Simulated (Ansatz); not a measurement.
A CCSD(T) single point on CH$_{7}$Cl$_{2}$NSi$_{2}$ (`C[SiH](Cl)N[SiH2]Cl`).

```yaml
crystal:
  periodic: [false, false, false]
  atoms:
    - {symbol: C, position_ang: [-1.409606, 0.100251, -1.067553]}
    - {symbol: Si, position_ang: [-1.062745, 0.132308, 0.750237]}
    - {symbol: Cl, position_ang: [-1.912156, -1.547772, 1.605842]}
    - {symbol: N, position_ang: [0.634919, 0.168640, 1.037311]}
    - {symbol: Si, position_ang: [1.916981, -0.258984, -0.012217]}
    - {symbol: Cl, position_ang: [2.436317, 1.278412, -1.287237]}
    - {symbol: H, position_ang: [-0.982920, 0.979702, -1.556097]}
    - {symbol: H, position_ang: [-0.991017, -0.794180, -1.534099]}
    - {symbol: H, position_ang: [-2.487969, 0.093469, -1.238982]}
    - {symbol: H, position_ang: [-1.684049, 1.280201, 1.449357]}
    - {symbol: H, position_ang: [0.916577, 0.518912, 1.942643]}
    - {symbol: H, position_ang: [3.119517, -0.568630, 0.790448]}
    - {symbol: H, position_ang: [1.506151, -1.382318, -0.879645]}
basis:
  gaussian: {orbitals: def2-TZVPP}
correlation: {method: ccsd_t}
```

```sh
$ ansatz run in.yaml --threads 2 --pin off --events-out ev --progress --plain --max-ram 22528MiB --backend cuda --devices 0, --max-vram 18GiB
```

Output of Ansatz, abridged:

```
Functional definition: HF
1896 factors; integrals over basis functions are off by at most 1.3e-3 eV
mean field evaluation 1: about -43357.7744 eV, gradient 4.2e1 eV
mean field evaluation 2: about -43358.1099 eV, gradient 4.3e1 eV
mean field evaluation 4: about -43362.3590 eV, gradient 4.3e0 eV
mean field evaluation 8: about -43362.4328 eV, gradient 2.5e-1 eV
mean field -43362.43317839 eV, -1593.5400271931 hartree, gradient 3.9e-6 eV, S^2 0.000000; 0 other end points of the search recorded, 0 dependent functions left out
22 core orbitals not correlated: weight in the atoms' cores, before any rotation towards them, 1.000 or more for the frozen orbitals, at most 0.000 for the correlated occupied ones
reference -43362.43317839 eV, -1593.5400271931 hartree; 19, 19 occupied and 287, 287 virtual orbitals, 1896 factors
second order -27.40495259 eV of doubles, -0.00000000 eV of singles
cycle   1  -28.65403500 eV  change    -1.2e0 eV  update   1.0e-1
cycle   2  -29.31231029 eV  change   -6.6e-1 eV  update   2.9e-2
cycle   3  -29.41381017 eV  change   -1.0e-1 eV  update   1.3e-2
cycle   4  -29.40292974 eV  change    1.1e-2 eV  update   2.8e-3
cycle   5  -29.40234423 eV  change    5.9e-4 eV  update   1.2e-3
cycle   6  -29.40238419 eV  change   -4.0e-5 eV  update   3.2e-4
cycle   7  -29.40228224 eV  change    1.0e-4 eV  update   1.2e-4
cycle   8  -29.40229823 eV  change   -1.6e-5 eV  update   3.6e-5
perturbative correction -1.19103842 eV, -0.0437698546 hartree
Total energy: -43393.02651504 eV, -1594.6643115779 hartree
```

It took 6 s on 2 threads of an AMD EPYC 7R13 on a shared host and a share of an NVIDIA H100 80 GB, with 0.88 GiB of host memory at the peak.

The correlation energy is -30.593 eV, 3.9 % of it from (T); the T1 diagnostic reads 0.0097.
